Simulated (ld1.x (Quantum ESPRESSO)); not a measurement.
**antimony: TM pseudisation with PBE, scalar-relativistic reference atom.**

antimony, norm-conserving Troullier–Martins (Kleinman–Bylander form), made with ld1.x (Quantum ESPRESSO) 7.5 (PBE, scalar-relativistic). Core [Kr] 4d10, reference 5s2 5p2 (charge +1). Waves: 5s (bound): rc 1.90 bohr; 5d channel at -0.2 Ry: rc 1.65 bohr; 5p (bound): rc 2.05 bohr. Local part: the p channel. Core correction: Bessel-smoothed model core inside 1.40 bohr.

All-electron outer shells of the reference configuration (PBE, scalar-relativistic, ld1.x):

| shell | level (eV) | outermost node (bohr) | outermost maximum (bohr) |
| --- | --- | --- | --- |
| 5s | -20.64 | 0.95 | 1.88 |
| 5p | -11.99 | 1.04 | 2.24 |

Results:

```json
{
 "Cutoffs needed": "25 Ry and 35 Ry (the cutoffs (Ry, on a coarse ladder) from which the occupation-weighted sum of valence levels, in a spherical-Bessel basis at the reference potential, stays within 10 and 1 mRy of its value at 400 Ry)",
 "Ghost test": "ghost state, extra bound levels that the all-electron valence spectrum of the same l lacks: d at -31.8 eV; a true bound ghost makes a file unfit for plane-wave use (spherical-Bessel basis up to 400 Ry, 20 bohr box)",
 "Largest excitation error": "-363 meV (all-electron minus pseudo) for 5s1 5p0, out of 7 test configurations"
}
```

Generation and tests took about 1.1 s on one core of a shared server CPU.
